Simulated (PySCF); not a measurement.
HfCl4 (singlet state).
Geometry (PBE0-D3(BJ)/def2-SVP, Å), atoms numbered from 1 in this order:
```
atom  x, y, z in Å
Hf1   -0.0123    0.0027    0.0194
Cl2   -0.0503   -0.0409    2.3489
Cl3    2.1891    0.0054   -0.7137
Cl4   -1.0674    1.9095   -0.7949
Cl5   -1.0591   -1.8768   -0.8597
```

Computed with PBE0-D3(BJ)/def2-SVP geometry optimisation, gas phase, def2 core potentials past Kr in PySCF.

Task: Which atoms are bound to Hf1, and at what distances?

Result: 4 atoms: Cl3 2.320 Å, Cl5 2.324 Å, Cl4 2.326 Å, Cl2 2.330 Å.

Task: List the angles at Hf1.

Result: 
| angle | degrees | distance of the outer atoms (Å) |
| --- | --- | --- |
| Cl2–Hf1–Cl4 | 111.0 | 3.84 |
| Cl2–Hf1–Cl5 | 110.8 | 3.83 |
| Cl2–Hf1–Cl3 | 109.3 | 3.79 |
| Cl4–Hf1–Cl5 | 109.0 | 3.79 |
| Cl3–Hf1–Cl4 | 108.6 | 3.77 |
| Cl3–Hf1–Cl5 | 108.0 | 3.76 |

Task: What is the shape at Hf1?

Result: Tetrahedral: angles from 108.0° to 111.0°; τ4 = (360° − α − β)/141° = 0.98 with α and β the two widest (0 for a square, 1 for a tetrahedron).

Charge 0, singlet. Stationary, but not proved a minimum.

The run took about 30 s of CPU time (one thread, shared machine). This is the geometry optimisation.
